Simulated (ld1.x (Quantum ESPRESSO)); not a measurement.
**u(r) = r·R(r): atom against pseudo-atom (cadmium)**

Columns: radius, all-electron u(r) and pseudo u(r) of the 5p shell (level -1.44 eV) of cadmium in the configuration [Kr] 4d10 5s2 5p0; LDA (PZ), non-relativistic, PAW scheme, ld1.x (Quantum ESPRESSO) 7.5.

```json
{"r (bohr)": "0.135", "all-electron": "0.0053", "pseudo": "-0.0021"}
{"r (bohr)": "0.270", "all-electron": "-0.1143", "pseudo": "-0.0084"}
{"r (bohr)": "0.405", "all-electron": "-0.0219", "pseudo": "-0.0188"}
{"r (bohr)": "0.540", "all-electron": "0.1060", "pseudo": "-0.0333"}
{"r (bohr)": "0.675", "all-electron": "0.1761", "pseudo": "-0.0517"}
{"r (bohr)": "0.810", "all-electron": "0.1805", "pseudo": "-0.0737"}
{"r (bohr)": "0.945", "all-electron": "0.1393", "pseudo": "-0.0991"}
{"r (bohr)": "1.080", "all-electron": "0.0738", "pseudo": "-0.1276"}
{"r (bohr)": "1.215", "all-electron": "-0.0010", "pseudo": "-0.1586"}
{"r (bohr)": "1.350", "all-electron": "-0.0760", "pseudo": "-0.1917"}
{"r (bohr)": "1.485", "all-electron": "-0.1464", "pseudo": "-0.2261"}
{"r (bohr)": "1.620", "all-electron": "-0.2101", "pseudo": "-0.2613"}
{"r (bohr)": "1.755", "all-electron": "-0.2663", "pseudo": "-0.2964"}
{"r (bohr)": "1.890", "all-electron": "-0.3148", "pseudo": "-0.3306"}
{"r (bohr)": "2.025", "all-electron": "-0.3563", "pseudo": "-0.3632"}
{"r (bohr)": "2.160", "all-electron": "-0.3911", "pseudo": "-0.3934"}
{"r (bohr)": "2.295", "all-electron": "-0.4200", "pseudo": "-0.4204"}
{"r (bohr)": "2.430", "all-electron": "-0.4435", "pseudo": "-0.4435"}
{"r (bohr)": "2.565", "all-electron": "-0.4623", "pseudo": "-0.4623"}
{"r (bohr)": "2.700", "all-electron": "-0.4769", "pseudo": "-0.4769"}
{"r (bohr)": "2.835", "all-electron": "-0.4878", "pseudo": "-0.4878"}
{"r (bohr)": "2.970", "all-electron": "-0.4953", "pseudo": "-0.4953"}
{"r (bohr)": "3.105", "all-electron": "-0.5000", "pseudo": "-0.5000"}
{"r (bohr)": "3.240", "all-electron": "-0.5022", "pseudo": "-0.5022"}
{"r (bohr)": "3.375", "all-electron": "-0.5022", "pseudo": "-0.5022"}
{"r (bohr)": "3.510", "all-electron": "-0.5002", "pseudo": "-0.5002"}
```

Task: How many radial nodes do the two functions have?

Result: The all-electron 5p function has n − l − 1 = 3; the pseudo-wave has 0, since the states of the same l below it are removed with the core.

Task: At about which radius was the pseudo-wave matched?

Result: 2.50 bohr. The columns agree to 0.0005 from 2.29 bohr on; several derivatives are matched, so the curves merge somewhat inside the radius.

Task: Is the pseudo-wave norm-conserving?

Result: No, it belongs to a PAW set: the norm inside the radius is not constrained, and the difference is carried by the augmentation charge.
